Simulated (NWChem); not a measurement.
Molecule: C2H6N2Si; SMILES C#C[SiH](N)N

```xyz
11

C     -0.1453    -2.5951    -0.1814
C     -0.0777    -1.3980     0.0338
Si    -0.0201     0.4206     0.3822
N     -1.2642     1.3759    -0.3239
N      1.4832     0.9261    -0.2825
H     -0.2058    -3.6520    -0.3722
H     -0.2307     0.5684     1.8557
H     -1.3746     1.4013    -1.3317
H     -2.1545     1.4718     0.1504
H      2.2610     0.2793    -0.3330
H      1.7909     1.8871    -0.1892
```
Atoms are numbered in this order, from 1.

Computed with NWChem. Pople sets run with spherical d functions. Coordinates come from a PBE0/def2-SVP optimisation. Ions are spin-unrestricted doublets at the neutral geometry; other ion states weren't tried. Functional: LC-ωPBE (HJS hole) with 6-31G*; rows give the range parameter ω in 1/bohr.

For range parameter (1/bohr) 0.60:

```yaml
vertical ionisation energy, ΔSCF (eV): 10.27
"−ε(HOMO) (eV)": 10.80
```

**Question.** How do the values read with range parameter (1/bohr) 0.20 instead?

**Answer.** 
| Item | Value |
|---|---|
| vertical ionisation energy, ΔSCF (eV) | 9.15 |
| −ε(HOMO) (eV) | 8.31 |
